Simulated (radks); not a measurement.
The numbers below are computed, except where a source is named.
The tin anion Sn- inside a hard spherical wall (all orbitals vanish at R), configuration held at [Kr] 4d10 5s2 5p3 and not refilled when levels cross. Level of theory: scalar-relativistic Kohn-Sham, PBEsol, spin-unpolarised, spherical densities, finite nucleus; Fermi nuclear charge, rms radius 4.6519 fm (a radial shooting solver on a logarithmic mesh with Libxc functionals). Eigenvalues in eV, with the zero of energy where the potential of the charges vanishes at infinity; a dash marks a level that is unbound or too diffuse for the functional's potential to be trusted. A positive occupied level is held by the wall or, in an anion where self-interaction has pushed it up, behind a barrier. The pressure on the wall is -dE/dV.

R (bohr)  E (hartree)  kinetic (hartree)    e(4p)    e(4d)   e(5s)   e(5p)  e(6s, empty)  e(5d, empty)  pressure (GPa)
20        -6174.33082           6445.609  -83.938  -20.166  -5.190   1.166         1.976         2.586        0.000417
15        -6174.32992           6445.612  -83.789  -20.017  -5.050   1.285         2.580         3.634         0.00421
12        -6174.32730           6445.622  -83.527  -19.755  -4.816   1.492         3.346         4.720          0.0273
8         -6174.29908           6445.732  -82.173  -18.409  -3.699   2.594         6.860         7.967           0.752
5         -6173.99865           6446.851  -76.836  -13.185   0.556   7.833        23.302        18.060            29.8
4         -6173.38877           6448.966  -71.376   -7.952   5.841  14.709        44.319        29.459             157
3         -6170.91841           6457.328  -58.807    3.961  22.005  35.110        102.30        59.687            1310
2.5       -6166.73131           6471.411  -44.858   17.628  45.196  63.084        173.95        96.605            4970
1.5       -6107.62008           6651.536   56.638   129.68  298.22  338.11        751.89        395.65          188000
